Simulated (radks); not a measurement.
The numbers below are computed, except where a source is named.
Spherical quantum dot in the effective-mass picture: electrons in a parabolic well V = omega^2 r^2 / 2 with omega = 0.536, all in effective atomic units (hartree* = m*/eps^2 hartree, bohr* = eps/m* bohr), one dielectric constant everywhere. Level of theory: non-relativistic Kohn-Sham, exchange-only LDA, spin-polarised, spherical densities (a radial shooting solver with Libxc functionals). Levels are named by radial order and angular momentum (1s, 1p, 1d, 2s, ...), and open shells are averaged over m.

N = 8, configuration 1s2 1p6. This is the lowest configuration that the search found. Occupied and some empty levels:

level  occupation  eigenvalue (hartree*)  <r> (bohr*)
1s              2                 3.6968        2.103
1p              6                 3.9890        2.603
1d              0                 4.3265        2.971
2s              0                 4.4159        2.605
1f              0                 4.6984        3.276

Energy (hartree*): total 20.4159, kinetic 3.0300, external 7.8153, Hartree 11.582, exchange-correlation -2.0117. Static polarisability (adiabatic kernel): 27.85 bohr*^3, against N/omega^2 = 27.85 from the generalised Kohn theorem.
